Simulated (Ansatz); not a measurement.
Calculated with Ansatz (gas phase, PBE0-D4/def2-TZVP geometries, no zero-point term in ΔE). CCSD(T)/CBS adds triple-zeta CCSD(T) − MP2 to the extrapolated MP2 energy (def2 sets, frozen cores). This one scheme is used for every species. DFT in def2-TZVPP. B3LYP here is the variant with VWN-RPA as its local correlation; programs differ in this. Elements past krypton have def2 core potentials. For Sb outer-core shells are correlated without core-valence functions, which leaves a few kJ/mol of doubt a bond.

Consider the ligand exchange at the Sb–S bond: `[SH][SbH2]` + `C=N` → `C=[N][SbH2]` + H₂S.

```json
{"level": "r2SCAN-D4", "ΔE (kJ/mol)": "64.3", "difference from CCSD(T)/CBS": "-0.2"}
{"level": "B2PLYP", "ΔE (kJ/mol)": "61.9", "difference from CCSD(T)/CBS": "-2.6"}
{"level": "PBE-QIDH", "ΔE (kJ/mol)": "67.0", "difference from CCSD(T)/CBS": "2.5"}
{"level": "PBE", "ΔE (kJ/mol)": "65.6", "difference from CCSD(T)/CBS": "1.1"}
{"level": "B3LYP", "ΔE (kJ/mol)": "65.1", "difference from CCSD(T)/CBS": "0.6"}
{"level": "MP2/def2-TZVPP", "ΔE (kJ/mol)": "59.0", "difference from CCSD(T)/CBS": "-5.5"}
{"level": "SCS-MP2/def2-TZVPP", "ΔE (kJ/mol)": "58.2", "difference from CCSD(T)/CBS": "-6.3"}
{"level": "CCSD/def2-TZVPP", "ΔE (kJ/mol)": "61.2", "difference from CCSD(T)/CBS": "-3.3"}
{"level": "HF/def2-QZVPP", "ΔE (kJ/mol)": "70.9", "difference from CCSD(T)/CBS": "6.4"}
{"level": "MP2/CBS(def2)", "ΔE (kJ/mol)": "64.4", "difference from CCSD(T)/CBS": "-0.1"}
{"level": "CCSD(T)/CBS", "ΔE (kJ/mol)": "64.5", "difference from CCSD(T)/CBS": "0"}
```

(1) What do rigid-rotor, harmonic-oscillator terms from PBE0-D4/def2-TZVP frequencies (298.15 K, 1 bar) make of the CCSD(T)/CBS value? (An estimate is asked.)

Largest T1 diagnostic among the species: 0.015.

## Answers

(1) Computed: ΔZPE = -11.0 kJ/mol, ΔH = +54.4 kJ/mol, ΔS = -14 J/(mol·K), ΔG = +58.6 kJ/mol.

From BLYP to BHLYP (50 % exact exchange), in def2-TZVPP and without D4, ΔE moves by +6.7 kJ/mol. Leaving LDA and LC-ωPBE aside and taking each functional with its dispersion term where it has one, the values, not all of them listed here, spread over 10.9 kJ/mol, from BLYP-D4 to HSE06-D4. LDA lies −4.3 kJ/mol from PBE without D4.
